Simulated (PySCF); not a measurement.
Isomers of H2Cl2Si2. All species are isolated molecules in the gas phase. Strings in code marks are SMILES.

The numbers are results of ωB97X-D3(BJ)/def2-TZVP // PBE0-D3(BJ)/def2-TZVP run with PySCF, not measurements. Excitations are Tamm–Dancoff values on a coarser integration grid. The basis has no diffuse functions, so Rydberg states are missing or too high.

```json
[
 {"species": "`Cl/[SiH]=[SiH]/Cl`", "S1–T1 gap (TDA) (eV)": "2.51", "T1 excitation (TDA) (eV)": "1.22", "S1 oscillator strength": "0.000"},
 {"species": "`[SiH](/Cl)=[SiH]/Cl`", "S1–T1 gap (TDA) (eV)": "2.44", "T1 excitation (TDA) (eV)": "1.28", "S1 oscillator strength": "[?]"},
 {"species": "`[Si](Cl)(Cl)=[SiH2]`", "S1–T1 gap (TDA) (eV)": "2.46", "T1 excitation (TDA) (eV)": "1.53", "S1 oscillator strength": "[?]"}
]
```

Problem. What belongs in the gaps?

Solution. 
- `[SiH](/Cl)=[SiH]/Cl`, S1 oscillator strength: 0.119
- `[Si](Cl)(Cl)=[SiH2]`, S1 oscillator strength: 0.467
